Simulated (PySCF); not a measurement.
# Ionisation energy of Al+ by level of theory

Al+ [Ne] 3s2 (1S) → Al(2+) [Ne] 3s1 (2S), as a difference of total energies. All numbers are calculated (PySCF 2.14, the spin-free X2C one-electron Hamiltonian (Gaussian nucleus), in ANO-RCC-VTZP). Correlated levels: valence: [Ne] frozen; valence and next inner shell: 1s2 frozen. The calculations carry no spin-orbit coupling.

```json
{"method": "UHF", "ionisation energy (eV)": "17.553", "error (eV)": "-1.276"}
{"method": "LDA", "ionisation energy (eV)": "18.916", "error (eV)": "+0.087"}
{"method": "PBE", "ionisation energy (eV)": "18.788", "error (eV)": "-0.041"}
{"method": "PBE0", "ionisation energy (eV)": "18.684", "error (eV)": "-0.145"}
{"method": "r2SCAN", "ionisation energy (eV)": "18.404", "error (eV)": "-0.425"}
{"method": "wB97X", "ionisation energy (eV)": "18.680", "error (eV)": "-0.149"}
{"method": "TPSSh", "ionisation energy (eV)": "18.631", "error (eV)": "-0.198"}
{"method": "MN15", "ionisation energy (eV)": "18.631", "error (eV)": "-0.198"}
{"method": "BHandHLYP", "ionisation energy (eV)": "18.722", "error (eV)": "-0.107"}
{"method": "MP2 (valence)", "ionisation energy (eV)": "18.274", "error (eV)": "-0.555"}
{"method": "SCS-MP2 (valence)", "ionisation energy (eV)": "18.418", "error (eV)": "-0.411"}
{"method": "MP2 (valence and next inner shell)", "ionisation energy (eV)": "18.410", "error (eV)": "-0.419"}
{"method": "SCS-MP2 (valence and next inner shell)", "ionisation energy (eV)": "18.520", "error (eV)": "-0.309"}
```

Reference: 18.829 eV (measured; NIST Atomic Spectra Database, ionization energies).

Errors of the correlated levels include the incompleteness of this basis and the frozen core.

MP2 underrates the near-degeneracy of ns² with np² in the lower species.
